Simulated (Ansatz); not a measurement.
`[CH3][InH][CH2]F` and `[CH3][InH][CH2]Br` differ in one element.

Ansatz, PBE0-D4/def2-TZVP geometries, multiplicity 1. Each molecule was computed in one conformer, which needn't be the lowest.

Elements past krypton have def2 core potentials. Scalar relativity is left out up to krypton.

```csv
property,`[CH3][InH][CH2]F`
HOMO energy (B3LYP/def2-TZVPP) / eV,-6.88
HOMO–LUMO gap (PBE/def2-TZVPP) / eV,3.66
HOMO–LUMO gap (ωB97M-V/def2-TZVPP) / eV,9.26
LUMO energy (PBE0/def2-TZVPP) / eV,-1.42
HOMO energy (ωB97M-V/def2-TZVPP) / eV,-9.28
HOMO–LUMO gap (B3LYP/def2-TZVPP) / eV,5.15
```

Give the same properties after the change, and the shifts. (An estimate is asked.)

Computed: 
```csv
property,`[CH3][InH][CH2]Br`,shift
HOMO energy (B3LYP/def2-TZVPP) / eV,-6.86,0.02
HOMO–LUMO gap (PBE/def2-TZVPP) / eV,3.92,0.26
HOMO–LUMO gap (ωB97M-V/def2-TZVPP) / eV,9.38,0.12
LUMO energy (PBE0/def2-TZVPP) / eV,-1.27,0.15
HOMO energy (ωB97M-V/def2-TZVPP) / eV,-9.22,0.06
HOMO–LUMO gap (B3LYP/def2-TZVPP) / eV,5.31,0.16
```

B3LYP here is the variant with VWN-RPA as its local correlation; programs differ in this.

Spin–orbit coupling is left out; it splits and shifts lone-pair levels of the heavy atoms by tenths of an eV.
